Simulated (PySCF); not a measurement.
Cl3GeH, charge -1, multiplicity 2. Atoms are numbered in the order given.

```xyz
5

Ge     0.0000     0.0000    -0.1449
Cl    -2.0633     1.1912     0.1245
Cl     2.0633     1.1912     0.1245
Cl     0.0000    -2.3825     0.1245
H      0.0000     0.0000    -1.7137
```
Charge -1, spin multiplicity 2.

Geometry optimised at B3LYP-D3(BJ)/def2-SVPD. The spin state was assumed, not searched. The isomer is the one that the SMILES or the coordinates give; other isomers of the formula were not compared.

Calculation: PySCF with PBE/def2-SVPD.

Gas-phase values at a fixed geometry.

| Item | Value |
|---|---|
| total energy | -3456.84050 hartree |
| point group | C3v |
| α spin, highest occupied and lowest empty level | -0.59 and 2.90 eV |
| β spin, highest occupied and lowest empty level | -2.84 and 0.09 eV |
| dipole moment about the centre of nuclear charge | 0.58 D |
| mean static polarisability | 109.2 bohr³ (16.18 Å³) |
| polarisability, principal values | 77.4, 125.1, 125.1 bohr³ |
| ⟨S²⟩ | 0.751 (pure state 0.75) |
